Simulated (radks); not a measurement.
Results of a calculation; reference values are marked as such.
Charge is removed step by step from the 2s down level of Ir73+, starting from [He] 2s(up 1, down 1). Code: a radial shooting solver on a logarithmic mesh with Libxc functionals. Model: scalar-relativistic Kohn-Sham, PBE, spin-polarised, spherical densities, point nucleus.

[
 {"removed (e)": "0", "E - E(0) (eV)": "0.000", "eigenvalue (eV)": "-21129"},
 {"removed (e)": "0.25", "E - E(0) (eV)": "5290.0", "eigenvalue (eV)": "-21200"},
 {"removed (e)": "0.5", "E - E(0) (eV)": "10597.7", "eigenvalue (eV)": "-21269"},
 {"removed (e)": "0.75", "E - E(0) (eV)": "15922.3", "eigenvalue (eV)": "-21334"}
]

The mean slope of the eigenvalue, de/dn, is 274 eV per electron.
